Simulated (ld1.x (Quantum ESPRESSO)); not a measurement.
**PBE TM dataset for Hf, scalar-relativistic all-electron reference.**

The input file (ld1.x (Quantum ESPRESSO) 7.5):

```
&input
   title='Hf', zed=72., rel=1, dft='PBE', iswitch=3,
   config='[Xe] 4f13 5d3 6s2 6p0',
   nld=4, rlderiv=4.20, eminld=-4.0, emaxld=5.0, deld=0.02
 /
 &inputp
   pseudotype=2, tm=.true., lloc=-1, rcloc=0.95,
   nlcc=.false.,
   file_pseudopw='Hf.UPF', file_wfcaegen='ae.wfc', file_wfcncgen='nc.wfc', file_beta='beta', file_chi='chi'
 /
4
6S  1  0   2.00   0.00  2.90  2.90  0.0
6P  2  1   0.00   0.00  3.85  3.85  0.0
5D  3  2   3.00   0.00  2.15  2.15  0.0
4F  4  3  13.00   0.00  0.75  0.75  0.0
 &test
   configts(1)='4f13 5d3 6s2 6p0'
 /
```

Command:

```bash
ld1.x < Hf.in > Hf.out
```

Output (shortened: banner, matrices, multipoles, cross overlaps and the repeated all-electron block are left out):

```
Program LD1 v.7.5
     --------------------------- All-electron run ----------------------------

     Hf
     scalar relativistic calculation

     atomic number is 72.00
     dft =PBE   lsd =0 sic =0 latt =0  beta=0.20 tr2=1.0E-14
     Exchange-correlation= PBE
                           (   1   4   3   4   0   0   0)
     mesh =1271 r(mesh) =  99.31870 a.u. xmin = -7.00 dx = 0.01250
     1 Ry =  13.60569312 eV, c = 137.03599908

     n l     nl                  e(Ry)          e(Ha)          e(eV)
     1 0     1S 1( 2.00)     -4799.2147     -2399.6073    -65296.6423
     2 0     2S 1( 2.00)      -821.2987      -410.6494    -11174.3381
     2 1     2P 1( 6.00)      -721.1616      -360.5808     -9811.9032
     3 0     3S 1( 2.00)      -187.7212       -93.8606     -2554.0770
     3 1     3P 1( 6.00)      -157.8115       -78.9057     -2147.1344
     4 0     4S 1( 2.00)       -38.3575       -19.1787      -521.8802
     4 1     4P 1( 6.00)       -28.5297       -14.2649      -388.1665
     3 2     3D 1(10.00)      -122.4283       -61.2141     -1665.7214
     5 0     5S 1( 2.00)        -5.2215        -2.6108       -71.0427
     5 1     5P 1( 6.00)        -2.8393        -1.4197       -38.6310
     4 2     4D 1(10.00)       -15.8334        -7.9167      -215.4247
     4 3     4F 1(13.00)        -1.8096        -0.9048       -24.6215
     5 2     5D 1( 3.00)        -0.2725        -0.1363        -3.7080
     6 0     6S 1( 2.00)        -0.3920        -0.1960        -5.3338
     6 1     6P 1( 0.00)        -0.1019        -0.0510        -1.3869

     final scf error:  8.5E-15 reached in  22 iterations

     Etot =  -30155.154108 Ry,  -15077.577054 Ha, -410281.772868 eV

     Ekin =   33045.929747 Ry,   16522.964874 Ha,  449612.779107 eV
     Encl =  -74357.911428 Ry,  -37178.955714 Ha,-1011690.924155 eV
     Eh   =   11770.969763 Ry,    5885.484881 Ha,  160152.202349 eV
     Exc  =    -614.142190 Ry,    -307.071095 Ha,   -8355.830169 eV

     normalization and overlap integrals

     s(1S/1S) =  1.000000  <r> =   0.0190  <r2> =    0.0005  r(max) =   0.0120
     s(2S/2S) =  1.000000  <r> =   0.0804  <r2> =    0.0076  r(max) =   0.0679
     s(2P/2P) =  1.000000  <r> =   0.0717  <r2> =    0.0063  r(max) =   0.0556
     s(3S/3S) =  1.000000  <r> =   0.2087  <r2> =    0.0498  r(max) =   0.1917
     s(3P/3P) =  1.000000  <r> =   0.2085  <r2> =    0.0504  r(max) =   0.1893
     s(4S/4S) =  1.000000  <r> =   0.4676  <r2> =    0.2468  r(max) =   0.4375
     s(4P/4P) =  1.000000  <r> =   0.4966  <r2> =    0.2806  r(max) =   0.4599
     s(3D/3D) =  1.000000  <r> =   0.1890  <r2> =    0.0419  r(max) =   0.1550
     s(5S/5S) =  1.000000  <r> =   1.1185  <r2> =    1.4068  r(max) =   1.0109
     s(5P/5P) =  1.000000  <r> =   1.3124  <r2> =    1.9567  r(max) =   1.1455
     s(4D/4D) =  1.000000  <r> =   0.5329  <r2> =    0.3292  r(max) =   0.4716
     s(4F/4F) =  1.000000  <r> =   0.6516  <r2> =    0.5398  r(max) =   0.4486
     s(5D/5D) =  1.000000  <r> =   2.2605  <r2> =    6.3150  r(max) =   1.6053
     s(6S/6S) =  1.000000  <r> =   3.3428  <r2> =   12.7606  r(max) =   2.8175
     s(6P/6P) =  1.000000  <r> =   4.9938  <r2> =   29.2099  r(max) =   3.8994

     ------------------------ End of All-electron run ------------------------

     --------------------- Generating NC pseudopotential ---------------------

      Generating local potential from pseudized AE potential:
      Matching radius rcloc =   0.9500

      Local pseudo, rcloc= 0.950 Estimated cut-off energy=    27.44 Ry

      Wfc   6S  rcut= 2.925  Using Troullier-Martins method

      Wfc   6P  rcut= 3.851  Using Troullier-Martins method

      Wfc   5D  rcut= 2.167  Using Troullier-Martins method

      Wfc   4F  rcut= 0.758  Using Troullier-Martins method

     ------------------- End of pseudopotential generation -------------------

     Computing logarithmic derivative in   4.17704
     Computing logarithmic derivative in   4.17704
     Computing the partial wave expansion
     R is outside the sphere for l=    0 j= 0.00
     R is outside the sphere for l=    1 j= 0.00
     R is outside the sphere for l=    2 j= 0.00
     R is outside the sphere for l=    3 j= 0.00

     ---------------------- Testing the pseudopotential ----------------------

     Hf
     scalar relativistic calculation

     atomic number is 72.00   valence charge is 18.00
     dft =PBE   lsd =0 sic =0 latt =0  beta=0.20 tr2=1.0E-14
     mesh =1271 r(mesh) =  99.31870 xmin = -7.00 dx = 0.01250

     n l     nl             e AE (Ry)        e PS (Ry)    De AE-PS (Ry)
     4 3     4F   1(13.00)       -1.80965       -1.80942       -0.00023
     3 2     5D   1( 3.00)       -0.27254       -0.27254        0.00000
     1 0     6S   1( 2.00)       -0.39203       -0.39203        0.00000
     2 1     6P   1( 0.00)       -0.10194       -0.10194        0.00000

     eps = 1.1E-15  iter = 20

     Etot =  -30155.154108 Ry,  -15077.577054 Ha, -410281.772868 eV
     Etotps =  -318.948691 Ry,    -159.474345 Ha,   -4339.518006 eV

     Ekin =     751.012411 Ry,     375.506205 Ha,   10218.044390 eV
     Encl =   -1009.993678 Ry,    -504.996839 Ha,  -13741.664036 eV
     Ehrt =     304.590759 Ry,     152.295380 Ha,    4144.168401 eV
     Ecxc =     -35.932886 Ry,     -17.966443 Ha,    -488.891821 eV
     Epseu=    -328.625297 Ry,    -164.312648 Ha,   -4471.174940 eV

     ---------------------- End of pseudopotential test ----------------------
```

A Bessel basis up to 400 Ry misses an occupied level by 0.10 Ry, so cutoffs were not judged. Note: ghost states, extra bound levels that the all-electron valence spectrum of the same l lacks: s at -466.9 eV, s at -68.7 eV (other channels not judged).

Generation and configuration tests took about 5.8 s on one core of a shared server CPU.
